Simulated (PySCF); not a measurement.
Energy of Mo²⁺ (molybdenum, charge +2) between two integer charges

The 4d alpha orbital of [Kr] 4d4 is emptied in steps (occupation f), with all orbitals relaxed, ending at [Kr] 4d3. Computed with PySCF 2.14 in def2-SVP with the def2 core potential (28 electrons), with scalar relativity through the core potential. The exact energy is a straight line in f; departures are measured from the line between the end points of the same method.

```json
{"f": "1", "UHF (eV)": "0.000", "LDA (eV)": "0.000", "PBE (eV)": "0.000"}
{"f": "0.8", "UHF (eV)": "0.122", "LDA (eV)": "-0.970", "PBE (eV)": "-0.956"}
{"f": "0.6", "UHF (eV)": "0.177", "LDA (eV)": "-1.467", "PBE (eV)": "-1.442"}
{"f": "0.4", "UHF (eV)": "0.171", "LDA (eV)": "-1.477", "PBE (eV)": "-1.449"}
{"f": "0.2", "UHF (eV)": "0.110", "LDA (eV)": "-0.990", "PBE (eV)": "-0.970"}
{"f": "0", "UHF (eV)": "0.000", "LDA (eV)": "0.000", "PBE (eV)": "0.000"}
```

For UHF, how does the orbital energy at f = 1 compare with the removal energy?

−ε = 27.049 eV against a total-energy difference of 26.260 eV. By Janak's theorem ε = ∂E/∂f, so the gap between them reflects the curvature. Along the path −ε is 26.696 (f = 0.8), 26.378 (f = 0.6), 26.090 (f = 0.4), 25.829 (f = 0.2) eV.

```json
{"method": "UHF", "E(f=0) − E(f=1) (eV)": "26.260", "−ε at f=1 (eV)": "27.049", "−ε at f=0.4 (eV)": "26.090"}
{"method": "LDA", "E(f=0) − E(f=1) (eV)": "27.601", "−ε at f=1 (eV)": "21.589", "−ε at f=0.4 (eV)": "28.785"}
{"method": "PBE", "E(f=0) − E(f=1) (eV)": "27.464", "−ε at f=1 (eV)": "21.532", "−ε at f=0.4 (eV)": "28.639"}
```

Reference removal energy between the ground levels: 27.13 ± 0.12 eV (semi-empirical (NIST evaluation); NIST Atomic Spectra Database, ionization energies). The calculation has no spin-orbit coupling. The determinant left behind need not be the lowest term of the ion. UHF lacks correlation.
